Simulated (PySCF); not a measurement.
## EuSe: one state, many levels of theory

State: octet, about 7.0 electrons in the 4f shell (Mulliken). Set-up: basis Eu x2c-SVPall, Se x2c-SVPall; spin-free X2C with a Gaussian nucleus; PySCF 2.14. De refers to Eu (4f7 6s2) + Se in their high-spin ground configurations, without counterpoise correction. The functionals are run spin-unrestricted. A positive dipole means Eu(−)Se(+). Levels whose curve was spin-contaminated or gave no clean fit are not listed.

```csv
Level,Re (Å),ωe (cm⁻¹),De (eV),μ (D),"CPU s a point (SCF and correlation, without the integrals)"
UHF-MP2,2.527,268,n/a,n/a,14
PBE,2.536,255,3.82,-8.04,9.9
r²SCAN,2.531,261,4.02,-8.88,14
M06-L,2.542,264,3.62,-9.47,31
TPSSh,2.537,261,3.89,-9.22,17
PBE0,2.539,264,3.54,-9.62,16
LC-ωPBE,2.515,280,3.42,-11.17,27
```

The bond length runs from 2.515 Å (LC-ωPBE) to 2.542 Å (M06-L). De spans 3.42 eV (LC-ωPBE, range-separated hybrid) to 4.02 eV (r²SCAN, meta-GGA).

Correlated steps freeze 27 core orbitals. Spin–orbit coupling is left out, which matters for elements this heavy, above all for dissociation energies. With d or f electrons several states lie close, and the lowest PBE0 determinant need not be the measured ground state.

The whole job (state search and all levels along the bond) took about 20 min on 4 threads of Arm Neoverse N1 (shared host), peak memory 7 GiB.
